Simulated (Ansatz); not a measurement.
Input and output for K₂Bi⁻ (the lowest singlet isomer of a short search).

```yaml
crystal:
  periodic: [false, false, false]
  atoms:
    - {symbol: K, position_ang: [0.737948, 2.163999, -0.892719]}
    - {symbol: K, position_ang: [-1.980790, -1.410502, 0.333863]}
    - {symbol: Bi, position_ang: [1.242842, -0.753506, 0.558846]}
basis:
  gaussian: {orbitals: def2-SVPD}
total_charge: -1
hamiltonian: {xc: {name: PBE0-DH}}
scf: {lower_state_search: off}
output: {forces: true}
```

```sh
$ ansatz run in.yaml --threads 4 --pin off --events-out ev --progress --plain --max-ram 3916MiB
```

It prints (some lines left out):

```
Functional definition: PBE0-DH
925 factors; integrals over basis functions are off by at most 2.0e-4 eV
mean field evaluation 1: about -38470.7677 eV, gradient 5.6e0 eV
mean field evaluation 2: about -38470.8317 eV, gradient 5.5e0 eV
mean field evaluation 4: about -38470.8662 eV, gradient 3.8e0 eV
mean field evaluation 8: about -38470.9446 eV, gradient 3.2e-1 eV
mean field evaluation 16: about -38470.9461 eV, gradient 1.7e-3 eV
mean field -38470.94607191 eV, -1413.7811915988 hartree, gradient 8.8e-6 eV, S^2 0.000000; 0 other end points of the search recorded, 0 dependent functions left out; unrestricted orbitals would lower it
14 core orbitals not correlated: weight in the atoms' cores, before any rotation towards them, 1.000 or more for the frozen orbitals, at most 0.000 for the correlated occupied ones
reference -38470.94609156 eV, -1413.7811923211 hartree; 17, 17 occupied and 55, 55 virtual orbitals, 925 factors
second order -9.43599077 eV of doubles, -0.00000000 eV of singles
Total energy: -38472.12559041 eV, -1413.8245381042 hartree
Atom 0 at     0.737948     2.163999    -0.892719 Å, force     0.003525    -0.039911     0.019298 eV/Å
Atom 1 at    -1.980790    -1.410502     0.333863 Å, force     0.042945     0.011813     0.001562 eV/Å
Atom 2 at     1.242842    -0.753506     0.558846 Å, force    -0.046470     0.028098    -0.020860 eV/Å
Dipole moment:    -0.279041     0.169169    -0.125469 e Å
Checks for a lower state left out: starts, cluster_reference, orbital_swaps, neighbouring_geometries, increment
```

It took 5.5 s on 4 threads of Arm Neoverse V1 on a shared host.

In the def2 sets Bi takes a core potential; there is no spin–orbit coupling. Correlated methods freeze 14 core orbitals; core or outer-core shells of K, Bi are correlated, in sets that lack core-valence functions. The restricted singlet is unstable: a solution with broken spin symmetry lies lower.

The dipole of an ion depends on the origin.
